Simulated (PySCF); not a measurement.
## [LaF2]+: from structure and modes to constants

Level of theory: PBE0 in PySCF with La def2-TZVP with ECP46, F def2-TZVP; scalar-relativistic core potentials, no spin–orbit coupling; density-fitted integrals.

The singlet minimum has C2v symmetry. Masses (u): La 138.90635, F 18.99840.

```xyz
3
charge 1 multiplicity 1, angstrom
La    0.0000   -0.2596    0.0000
F     0.0000    0.9304    1.6721
F     0.0000    0.9304   -1.6721
```

Harmonic wavenumbers (cm⁻¹): 137.1 (a1, ×1), 600.2 (b2, ×1), 618.4 (a1, ×1).

(1) What is the harmonic zero-point energy?

(2) Find the vibrational entropy and heat capacity at 298.15 K.

(3) Give the standard entropy (298.15 K, 1 bar) by its translational, rotational, vibrational and spin parts, and Cp.

## Answers

(1) Half the sum of all 3 wavenumbers, 1356/2 = 678 cm⁻¹, which is 8.1 kJ/mol (1 cm⁻¹ = 0.0119627 kJ/mol).

(2) With u = 1.43878 ω/T, each mode gives S = R[u/(eᵘ−1) − ln(1−e⁻ᵘ)] and C = R u² eᵘ/(eᵘ−1)².
| ω (cm⁻¹) | u | S (J/(mol K)) | C (J/(mol K)) |
| --- | --- | --- | --- |
| 137.1 | 0.662 | 11.90 | 8.02 |
| 600.2 | 2.896 | 1.88 | 4.32 |
| 618.4 | 2.984 | 1.75 | 4.15 |
The sums over all modes are S = 15.5 and C = 16.5 J/(mol K); the softest mode gives 77 % of the entropy.

(3) Sackur–Tetrode with M = 176.90 u gives 173.4; rotation with symmetry number 2 gives 98.5; vibration 15.5; spin R ln 1 = 0.0. The total is 287.4 J/(mol K), and Cp = 4 R + 16.5 = 49.7 J/(mol K).

Other isomers or separated fragments may lie lower.
